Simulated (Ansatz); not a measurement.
A run for Ansatz (an electronic-structure program): R-B3LYP/def2-TZVPPD on ClH3Si (SMILES [SiH3]Cl) with ghost functions, monomers drawn apart or pushed together. Files ending in .json are basis or fitting sets from the Basis Set Exchange.

Ansatz 0.2 input:
```yaml
crystal:
  periodic: [false, false, false]
  atoms:
    - {symbol: Si, position_ang: [-0.40157668, 0.56987011, 6.02142609]}
    - {symbol: Cl, position_ang: [-2.09663662, 1.45961359, 5.22368927]}
    - {symbol: H, position_ang: [-0.33074988, -0.82172788, 5.54292611]}
    - {symbol: H, position_ang: [-0.54247415, 0.60285279, 7.49136530]}
    - {symbol: H, position_ang: [0.77904703, 1.34429954, 5.60073805]}
basis:
  gaussian:
    orbitals: def2-TZVPPD.json
    ghost_atoms:
      - {symbol: S, position_ang: [1.20144351, -0.08017689, -0.53455461]}
      - {symbol: H, position_ang: [-0.04476525, -0.52801572, -0.31494729]}
      - {symbol: H, position_ang: [0.84537292, 1.18737266, -0.27320004]}
hamiltonian:
  xc: {name: B3LYP}
scf: {lower_state_search: off}
```

The head of its log:

```
WARN ansatz: RAYON_NUM_THREADS=2 ignored (pool sized by the plan → 2); use --threads N
Functional definition: B3LYP
these checks for a lower state are left out or cut short: stability, starts, cluster_reference, orbital_swaps, neighbouring_geometries, increment
integrals: 0.16 GiB planned
1245 factors; their error is unknown
mean field: 1.17 GiB planned
mean field evaluation 1: about -20451.5530 eV, gradient 1.3e1 eV
mean field evaluation 2: about -20451.8614 eV, gradient 9.1e0 eV
```

### Question
What total energy does the run end on?

### Answer
-751.5991 hartree.
